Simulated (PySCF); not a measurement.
**H$_{5}$NSi$_{2}$, SMILES `N[SiH]=[SiH2]` (charge 0, multiplicity 1)**

Method: PBE0-D3(BJ)/def2-TZVP in PySCF.

```json
{
 "HOMO": "-5.73 eV",
 "dipole_moment": "3.60 D",
 "HOMO–LUMO gap": "4.00 eV",
 "LUMO": "-1.73 eV",
 "total_energy": "-636.4467 Ha",
 "cost": "around 23 core-seconds (rough)"
}
```

Bonds (Å): N1–Si2 1.691, N1–H4 1.006, N1–H5 1.006, Si2–Si3 2.224, Si2–H6 1.490, Si3–H7 1.502, Si3–H8 1.502. Angles (°): Si2–N1–H4 124.0, Si2–N1–H5 122.9, H4–N1–H5 113.1, N1–Si2–Si3 127.3, N1–Si2–H6 104.7, Si3–Si2–H6 122.8, Si2–Si3–H7 103.0, Si2–Si3–H8 98.8, H7–Si3–H8 105.6.
Charge 0, spin multiplicity 1.
